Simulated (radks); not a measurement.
Question: These are the eigenvalues of the occupied orbitals of an atom or ion with whole-number occupations (eV). Method: scalar-relativistic Kohn-Sham, BP86, spin-polarised, spherical densities, finite nucleus; Fermi nuclear charge, rms radius of each element as measured or else 0.836 A^(1/3) + 0.57 fm; computed with a radial shooting solver on a logarithmic mesh with Libxc functionals.

| orbital | eigenvalue |
|---|---|
| 1s down | -50157.04 |
| 1s up | -50157.03 |
| 2s up | -8328.760 |
| 2s down | -8328.655 |
| 2p up | -7418.516 |
| 2p down | -7418.438 |
| 3s up | -1893.218 |
| 3s down | -1891.040 |
| 3p up | -1611.156 |
| 3p down | -1608.988 |
| 3d up | -1238.147 |
| 3d down | -1236.456 |
| 4s up | -428.0560 |
| 4s down | -423.1115 |
| 4p up | -334.5617 |
| 4p down | -329.6855 |
| 4d up | -205.0689 |
| 4d down | -200.2817 |
| 5s up | -96.5487 |
| 5s down | -93.8806 |
| 5p up | -71.6367 |
| 5p down | -69.3870 |
| 4f up | -63.5726 |
| 5d up | -40.2066 |

Which element is it, and in what charge state? The configuration may be excited. Open shells, if any, are filled with parallel spins first.

Answer: Z = 64, gadolinium, charge +4: Gd4+ in [Xe] 4f5 5d1. The list shows which subshells hold electrons but not how many an open one holds; the 1s level, -1843.2 hartree, gives Z - s = 60.7 by -(Z - s)^2/2, which with screening and relativity narrows Z to a few neighbours, and the depths of the outer levels then fix element, charge and occupations together.
